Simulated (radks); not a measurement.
Question: Re10+, 65 electrons, occupied as [Kr] 4d10 4f14 5s2 5p(1/2: 1, 3/2: 2). All-electron calculation, Dirac Kohn-Sham, BLYP, spin-unpolarised, spherical densities, finite nucleus; Fermi nuclear charge, rms radius 5.3698 fm. Program: a radial shooting solver on a logarithmic mesh with Libxc functionals. Some entries of the table are withheld. Estimate them.

| orbital | occ. | eigenvalue (eV) | <1/r> (bohr^-1) |
|---|---|---|---|
| 1s1/2 | 2 | -71710.02 | 88.71 |
| 2s1/2 | 2 | -12564.28 | 21.63 |
| 2p1/2 | 2 | -12033.22 | 21.61 |
| 2p3/2 | 4 | -10592.89 | 18.04 |
| 3s1/2 | 2 | -3035.148 | 7.944 |
| 3p1/2 | 2 | (1) | 7.861 |
| 3p3/2 | 4 | (2) | 6.938 |
| 3d3/2 | 4 | -2083.994 | 6.834 |
| 3d5/2 | 6 | -2016.024 | 6.617 |
| 4s1/2 | 2 | -763.0568 | 3.344 |
| 4p1/2 | 2 | (3) | 3.235 |
| 4p3/2 | 4 | (4) | 2.914 |
| 4d3/2 | 4 | -427.0420 | 2.704 |
| 4d5/2 | 6 | -413.4967 | 2.629 |
| 5s1/2 | 2 | -240.1182 | 1.388 |
| 5p1/2 | 1 | -207.2945 | 1.290 |
| 4f5/2 | 6 | -206.6436 | 2.222 |
| 4f7/2 | 8 | -204.0362 | 2.193 |
| 5p3/2 | 2 | -193.3011 | 1.194 |

Answer: 
(1) 3p1/2 eigenvalue (eV): -2797.368
(2) 3p3/2 eigenvalue (eV): -2484.462
(3) 4p1/2 eigenvalue (eV): -663.6779
(4) 4p3/2 eigenvalue (eV): -590.5830
